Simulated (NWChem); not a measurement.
System: triflic acid (CHF$_{3}$O$_{3}$S); SMILES O=S(=O)(O)C(F)(F)F

The following NWChem deck was run.

```
start job
memory heap 200 mb stack 900 mb global 1100 mb
geometry units angstroms noautosym nocenter noautoz
  O     -1.172217    -1.214535    -0.814503
  S      0.135924    -0.860162     0.054000
  O     -0.090028    -1.260252     1.423870
  O      1.283082    -1.236088    -0.724218
  C      0.014536     0.991597     0.007690
  F      0.981237     1.497855     0.744044
  F      0.123300     1.420978    -1.231066
  F     -1.158211     1.356198     0.501529
  H     -1.920664    -1.336549    -0.207563
end
basis spherical
  * library def2-svp
end
dft
  xc xpbe96 cpbe96
  iterations 150
end
cosmo
  dielec 7.6
end
task dft energy
```

Parts of the log:

```
             Northwest Computational Chemistry Package (NWChem) 7.3.0
             --------------------------------------------------------

                             Geometry "geometry" -> ""
                             -------------------------

 Output coordinates in angstroms (scale by  1.889725989 to convert to a.u.)

  No.       Tag          Charge          X              Y              Z
 ---- ---------------- ---------- -------------- -------------- --------------
    1 O                    8.0000    -1.17221700    -1.21453500    -0.81450300
    2 S                   16.0000     0.13592400    -0.86016200     0.05400000
    3 O                    8.0000    -0.09002800    -1.26025200     1.42387000
    4 O                    8.0000     1.28308200    -1.23608800    -0.72421800
    5 C                    6.0000     0.01453600     0.99159700     0.00769000
    6 F                    9.0000     0.98123700     1.49785500     0.74404400
    7 F                    9.0000     0.12330000     1.42097800    -1.23106600
    8 F                    9.0000    -1.15821100     1.35619800     0.50152900
    9 H                    1.0000    -1.92066400    -1.33654900    -0.20756300

 Effective nuclear repulsion energy (a.u.)     568.5464802361

  pbe96 is a nonlocal functional; adding pw91lda local functional.

                                 NWChem DFT Module
                                 -----------------

 Summary of "ao basis" -> "ao basis" (spherical)
 ------------------------------------------------------------------------------
       Tag                 Description            Shells   Functions and Types
 ---------------- ------------------------------  ------  ---------------------
 O                          def2-svp                 6       14   3s2p1d
 S                          def2-svp                 8       18   4s3p1d
 C                          def2-svp                 6       14   3s2p1d
 F                          def2-svp                 6       14   3s2p1d
 H                          def2-svp                 3        5   2s1p

 in cosmo_initialize ...

 solvent parameters
 solvname_short: unkn
 solvname_long:  unknown
 dielec:        7.6000

          ---------------
          -cosmo- solvent
          ---------------
 Cosmo: York-Karplus, doi: 10.1021/jp992097l
 dielectric constant -eps-     =   7.60
 screen = (eps-1)/(eps    )    =   0.86842
 surface charge correction     = lagrangian

[...]

                                   COSMO solvation results
                                   -----------------------

                 gas phase energy =      -960.756280159538
                 sol phase energy =      -960.767120576455
 (electrostatic) solvation energy =         0.010840416917 (    6.80 kcal/mol)

                       DFT Final Molecular Orbital Analysis
                       ------------------------------------

 Vector   35  Occ=2.000000D+00  E=-3.123764D-01
              MO Center=  4.8D-01, -1.1D+00,  2.9D-01, r^2= 2.4D+00
   Bfn.  Coefficient  Atom+Function         Bfn.  Coefficient  Atom+Function
  ----- ------------  ---------------      ----- ------------  ---------------
    51      0.405012  4 O  py                37     -0.351056  3 O  py
    54      0.294589  4 O  py                40     -0.255254  3 O  py
    38     -0.230127  3 O  pz                41     -0.159610  3 O  pz
    50      0.138215  4 O  px                29     -0.119060  2 S  d -1
     6     -0.108330  1 O  pz                36     -0.102935  3 O  px

 Vector   36  Occ=2.000000D+00  E=-2.959858D-01
              MO Center=  2.9D-01, -8.5D-01,  3.5D-01, r^2= 2.9D+00
   Bfn.  Coefficient  Atom+Function         Bfn.  Coefficient  Atom+Function
  ----- ------------  ---------------      ----- ------------  ---------------
    36      0.328855  3 O  px                52     -0.319456  4 O  pz
    37     -0.297722  3 O  py                39      0.239570  3 O  px
    55     -0.225598  4 O  pz                40     -0.218728  3 O  py
    65     -0.194598  5 C  py                18      0.180188  2 S  s
    93     -0.165824  7 F  py                51     -0.154581  4 O  py

 Vector   37  Occ=2.000000D+00  E=-2.913598D-01
              MO Center=  1.7D-01, -8.0D-01,  1.8D-01, r^2= 3.1D+00
   Bfn.  Coefficient  Atom+Function         Bfn.  Coefficient  Atom+Function
  ----- ------------  ---------------      ----- ------------  ---------------
    36      0.330589  3 O  px                51      0.268435  4 O  py
    39      0.233641  3 O  px                52     -0.222776  4 O  pz
    65      0.215879  5 C  py                 6      0.212752  1 O  pz
    37      0.206679  3 O  py                54      0.199577  4 O  py
   107      0.162299  8 F  py                55     -0.160650  4 O  pz

 Vector   38  Occ=0.000000D+00  E=-4.060110D-03
              MO Center= -2.7D-01, -7.4D-01, -6.3D-02, r^2= 2.9D+00
   Bfn.  Coefficient  Atom+Function         Bfn.  Coefficient  Atom+Function
  ----- ------------  ---------------      ----- ------------  ---------------
     3      0.639055  1 O  s                 25      0.459676  2 S  px
    27      0.450156  2 S  pz               118     -0.396344  9 H  s
    18     -0.314717  2 S  s                 22      0.285999  2 S  px
    17     -0.283756  2 S  s                  9      0.259116  1 O  pz
    67      0.241386  5 C  px                 2      0.231763  1 O  s

 Vector   39  Occ=0.000000D+00  E= 5.166551D-03
              MO Center=  7.8D-02, -4.7D-01,  1.1D-01, r^2= 2.8D+00
   Bfn.  Coefficient  Atom+Function         Bfn.  Coefficient  Atom+Function
  ----- ------------  ---------------      ----- ------------  ---------------
    18      1.266746  2 S  s                 63     -0.523703  5 C  s
    49     -0.435020  4 O  s                 17      0.420700  2 S  s
    68      0.416251  5 C  py                65      0.409512  5 C  py
   118      0.369845  9 H  s                 25      0.356203  2 S  px
    35     -0.336126  3 O  s                  3     -0.312466  1 O  s

[...]
```

Level: PBE/def2-SVP, COSMO on the gas-phase geometry. Structure relaxed at the PBE0/def2-SVP level. COSMO prints the solvation energy as gas minus solution, so a positive value is a stabilisation.
